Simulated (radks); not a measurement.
The numbers below are computed, except where a source is named.
All-electron atom: Kr2+ in [Ar] 3d8 4s2 4p6 (not the ground configuration). Code: a radial shooting solver on a logarithmic mesh with Libxc functionals. Model: scalar-relativistic Kohn-Sham, PBE, spin-polarised, spherical densities, point nucleus; open shells are filled with parallel spins first.

Normalised radial functions P(r) = r R(r), r in bohr:

r	3p down	3d up	4s up
0.003479	0.0073	0.0000	0.0718
0.003986	0.0094	0.0001	0.0803
0.00453	0.0119	0.0001	0.0890
0.005149	0.0150	0.0001	0.0983
0.005899	0.0192	0.0002	0.1088
0.006704	0.0242	0.0003	0.1193
0.00762	0.0304	0.0004	0.1301
0.00873	0.0388	0.0006	0.1419
0.009922	0.0486	0.0008	0.1529
0.01128	0.0609	0.0011	0.1635
0.01292	0.0769	0.0017	0.1739
0.01468	0.0956	0.0024	0.1822
0.01669	0.1184	0.0034	0.1885
0.01912	0.1477	0.0050	0.1919
0.02173	0.1810	0.0070	0.1912
0.0247	0.2204	0.0100	0.1857
0.0283	0.2695	0.0143	0.1732
0.03216	0.3230	0.0201	0.1542
0.03655	0.3833	0.0279	0.1272
0.04188	0.4542	0.0395	0.0891
0.0476	0.5258	0.0543	0.0442
0.0541	0.5996	0.0741	-0.0088
0.06198	0.6759	0.1022	-0.0723
0.07044	0.7402	0.1369	-0.1359
0.08006	0.7902	0.1814	-0.1988
0.09172	0.8181	0.2415	-0.2587
0.1042	0.8106	0.3120	-0.3014
0.1185	0.7607	0.3972	-0.3231
0.1357	0.6518	0.5045	-0.3153
0.1543	0.4912	0.6203	-0.2730
0.1753	0.2736	0.7482	-0.1943
0.2009	-0.0128	0.8921	-0.0738
0.2283	-0.3193	1.0281	0.0655
0.2595	-0.6394	1.1558	0.2147
0.2973	-0.9633	1.2710	0.3615
0.3379	-1.2211	1.3488	0.4643
0.384	-1.4046	1.3867	0.5099
0.44	-1.4962	1.3760	0.4777
0.5001	-1.4780	1.3156	0.3647
0.5684	-1.3670	1.2100	0.1787
0.6512	-1.1710	1.0576	-0.0770
0.7401	-0.9448	0.8897	-0.3404
0.8411	-0.7107	0.7130	-0.5904
0.9637	-0.4842	0.5323	-0.8046
1.095	-0.3111	0.3815	-0.9320
1.245	-0.1832	0.2569	-0.9741
1.426	-0.0939	0.1563	-0.9273
1.621	-0.0448	0.0902	-0.8141
1.842	-0.0189	0.0477	-0.6600
2.111	-0.0065	0.0217	-0.4834
2.399	-0.0021	0.0092	-0.3307
2.726	-0.0005	0.0035	-0.2072
3.124	-0.0001	0.0010	-0.1136
3.55	0.0000	0.0003	-0.0578
4.035	0.0000	0.0001	-0.0260
4.623	0.0000	0.0000	-0.0096
5.254	0.0000	0.0000	-0.0032

3p down: eigenvalue -247.16 eV, 1 radial node at r = 0.200 bohr, <r> = 0.529 bohr, 90 % of the charge inside 0.802 bohr. 3d up: eigenvalue -137.16 eV, 0 radial nodes, <r> = 0.524 bohr, 90 % of the charge inside 0.844 bohr. 4s up: eigenvalue -52.507 eV, 3 radial nodes at r = 0.0530, 0.215, 0.626 bohr, <r> = 1.40 bohr, 90 % of the charge inside 2.05 bohr.
